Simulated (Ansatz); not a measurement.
Mulliken charges of CH$_{3}$F$_{3}$HfSe, SMILES `C[Se][Hf]([F])([F])[F]` from B3LYP/def2-TZVPP in Ansatz (PBE0-D4/def2-TZVP geometry).

```csv
atom,x (Å),y (Å),z (Å),charge (e)
C1,-0.063,-1.285,1.084,-0.379
Se2,1.501,-0.616,0.078,-0.156
Hf3,0.148,1.228,-1.065,1.114
F4,-1.252,0.417,-2.058,-0.343
F5,1.311,2.237,-2.169,-0.331
F6,-0.660,2.285,0.291,-0.344
H7,-0.764,-1.774,0.411,0.152
H8,0.327,-2.012,1.793,0.140
H9,-0.548,-0.480,1.635,0.147
```

Q: By hand: the dipole of these point charges (1 e Å = 4.8032 D).

A: Σ q r = (0.026, -0.340, 0.268) e Å, of length 0.434 e Å = 2.08 D.

Q: How does the dipole of the full density compare? (Best estimate.)

A: Computed: (-0.122, -0.199, 0.204) e Å, 1.49 D; the point charges give 1.40 times that, at 28° from its direction.

Point charges leave out the atoms' own dipoles, such as those of lone pairs, and Mulliken's split depends on the basis, so the two needn't agree.

B3LYP here is the variant with VWN-RPA as its local correlation; programs differ in this.
